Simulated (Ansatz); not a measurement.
Two structures of InH$_{5}$O$_{3}$, singlet, reached by relaxing down either side of one saddle point (PBE0-D4/def2-TZVP). Energies are electronic, without zero-point energy. Program: Ansatz 0.2.0. Basis: def2-TZVPP and def2-QZVPP. Cores are frozen in the correlated methods. Filled d shells of the heavier atoms are correlated. Core potentials replace the inner electrons of the atoms past krypton. The def2 sets are not built for correlating such inner shells, so the correlated values are less sure here. Extrapolation: Hartree–Fock as exp(−7.88 √X), correlation as X^−2.97. First:

| atom | x (Å) | y (Å) | z (Å) |
| --- | --- | --- | --- |
| In1 | 1.1069 | 1.0645 | 1.1031 |
| O2 | -0.2016 | 1.1468 | -0.6353 |
| O3 | -0.9655 | -0.7581 | 0.8998 |
| O4 | 1.5261 | -0.8090 | -0.5978 |
| H5 | -1.0679 | -0.0576 | 0.2068 |
| H6 | 0.8944 | -0.2396 | -1.0881 |
| H7 | -0.5022 | 1.9577 | -1.0469 |
| H8 | -1.7707 | -0.7748 | 1.4206 |
| H9 | 0.9806 | -1.5297 | -0.2621 |

Second:

```
9
angstrom
In 0.9872 0.6393 1.4825
O -0.3909 1.1953 -0.8541
O -0.7151 -0.6053 0.9397
O 1.4697 -0.9930 -0.4348
H -0.8941 0.5307 -0.3191
H 1.2878 -0.4600 -1.2175
H -0.9738 1.9387 -1.0201
H -1.3539 -0.9496 1.5647
H 0.5832 -1.2958 -0.1413
```

(1) Which bonds change from the first to the second?

(2) Give the saddle point's structure and its height above each. (To be estimated.)

The search had been set up for a four-centre ligand exchange (forming In1–H6, O2–H5, breaking In1–O2, H5–H6); from that guess it ended on this step instead.

No T1 diagnostic of these runs exceeds 0.016.

Results:

(1) InHO ([OH][In]) + H₂O + H₂O → InHO ([OH][In]) + H₂O + H₂O; bonds formed: In1–O3, O2–H5; bonds broken: In1–O2, O3–H5.

(2) Computed: 0.244 eV above the first and 0.244 eV above the second (CCSD(T) at an estimated basis limit (MP2 extrapolated from triple and quadruple zeta, plus CCSD(T) − MP2 in triple zeta)).
```xyz
9
angstrom
In 1.0187 0.8397 1.2611
O -0.3094 1.0908 -0.6786
O -0.8055 -0.6120 0.8439
O 1.5183 -0.9124 -0.5147
H -0.8467 0.2372 -0.0134
H 1.1031 -0.3502 -1.1880
H -0.8539 1.8491 -0.8952
H -1.5961 -0.6992 1.3782
H 0.7716 -1.4426 -0.1933
```

Labels in which every atom is bracketed show which atoms are joined, not bond orders.

For scale, one of the runs: CCSD(T)/def2-TZVPP, 213 basis functions, launched by `ansatz run in.yaml --threads 4 --pin off --events-out ev --progress --plain --max-ram 9574MiB`. Hardware: 4 CPU threads of an Arm Neoverse V2, shared host. Wall time 110 s; peak host memory 3.6 GiB.
